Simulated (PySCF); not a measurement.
State search for BIr

Unrestricted PBE0; basis B x2c-TZVPPall, Ir x2c-TZVPPall; spin-free X2C with a Gaussian nucleus; PySCF 2.14. Outer shells of the fragments: B 2s2 2p1; Ir 5d7 6s2.

Followed along the bond (rough minima from three points):

```
2Ms+1  unpaired  ⟨S²⟩ at the start  R at minimum (Å)  Te (eV)
    3  σ ↑, δ ↑               2.03              1.75     0.00
    1  σ ↓, δ ↑               1.06              1.75     0.19
    1      none               0.00              1.70     0.36
    3      δ ↑↑               2.03              1.87     1.45
    1      δ ↑↓               1.00              1.87     1.76
    3  σ ↑, π ↑               2.01              1.85     1.80
```

Solutions found at the starting distance of 2.000 Å, counted from the lowest of them; the search is not exhaustive and high or unbound solutions are not listed, so other states can lie among these:

| 2Ms+1 | unpaired | term | E (eV) | ⟨S²⟩ | ⟨Lz²⟩ | μ (D) |
| --- | --- | --- | --- | --- | --- | --- |
| 3 | σ ↑, δ ↑ | mixed | 0.00 | 2.03 | 5.82 | 1.81 |
| 1 | σ ↓, δ ↑ | mixed | 0.26 | 1.06 | 5.81 | 1.03 |
| 1 | none | mixed | 0.81 | 0.00 | 1.82 | 2.64 |
| 3 | δ ↑↑ | mixed | 0.88 | 2.03 | 1.80 | 1.53 |
| 1 | δ ↑↓ | mixed | 1.20 | 1.00 | 9.81 | 1.52 |
| 3 | σ ↑, π ↑ | not assigned | 1.29 | 2.01 | 4.04 | 1.52 |
| 3 | π ↑, δ ↑ | mixed | 1.43 | 2.03 | 6.81 | 1.27 |
| 5 | σ ↑↑, π ↑, δ ↑ | mixed | 1.87 | 6.02 | 6.46 | 1.52 |
| 1 | π ↓, δ ↑ | mixed | 1.88 | 1.00 | 6.81 | 1.26 |
| 5 | σ ↑↑, π ↑, δ ↑ | mixed | 1.89 | 6.02 | 6.82 | 1.54 |

A term symbol is given only where ⟨S²⟩ and ⟨Lz²⟩ are close to those of a pure state; real π, δ and φ orbitals otherwise mix terms. A positive dipole means B(−)Ir(+).

Spin–orbit coupling is left out. The state is the lowest single determinant that the PBE0 search found; with open d or f shells the true ground state can be another one.
